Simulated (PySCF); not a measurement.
Successive ionisation energies of argon

Calculated with PySCF 2.14, two-component X2C-1e (Gaussian nucleus, no Breit or QED terms), each ion in its own even-tempered basis; GMP2 freezes the deep shells of the larger ions and drops the highest virtual spinors; eV.

| ion | configuration | GHF (spin-free) | GHF (screened spin-orbit) | GMP2 (screened spin-orbit) | NIST | kind |
| --- | --- | --- | --- | --- | --- | --- |
| Ar¹²⁺ | [He] 2s2 2p2 | 686.25 | 685.49 | 685.79 | 685.5 ± 0.3 | semi-empirical |
| Ar¹³⁺ | [He] 2s2 2p1 | 754.43 | 756.40 | 756.23 | 755.13 ± 0.22 | semi-empirical |
| Ar¹⁴⁺ | [He] 2s2 | 850.07 | 850.07 | 853.51 | 855.5 ± 0.3 | semi-empirical |
| Ar¹⁵⁺ | [He] 2s1 | 918.41 | 918.41 | 918.57 | 918.38 | theoretical |
| Ar¹⁶⁺ | 1s2 | 4121.4 | 4121.4 | 4122.6 | 4120.7 | theoretical |
| Ar¹⁷⁺ | 1s1 | 4427.4 | 4427.4 | 4427.4 | 4426.2 | theoretical |

(1) Where is the largest relative jump?

## Answers

(1) From Ar¹⁵⁺ to Ar¹⁶⁺: 918.57 to 4122.6 eV, where the electron removed from 1s2 comes from a deeper shell or subshell.
